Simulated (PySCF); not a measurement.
## How methods differ on the interval between two levels of F(2+)

F(2+) [He] 2s2 2p3 [4S3/2, M_J = 3/2] → F(2+) [He] 2s1 2p3 3s1 [6S5/2, M_J = 5/2], as a difference of total energies. Calculation: PySCF 2.14, in x2c-SVPall-2c with one added diffuse shell of s type (4s2p1d, 15 functions); the two-component X2C-1e Hamiltonian. Correlated levels: 1s2 frozen. "Screened" scales the spin-orbit matrix elements by Boettger's factors to mimic the two-electron term; Breit and QED terms are absent.

| method | interval between two levels (cm⁻¹) |
| --- | --- |
| GHF (screened spin-orbit) | 368100 |
| GMP2 (screened spin-orbit) | 378400 |

The labels give the starting determinants; with spin-orbit coupling the two ends relaxed to ⟨J²⟩ = 3.75, ⟨L²⟩ = 0.00, ⟨S²⟩ = 3.75 and ⟨J²⟩ = 8.75, ⟨L²⟩ = 0.00, ⟨S²⟩ = 8.75.
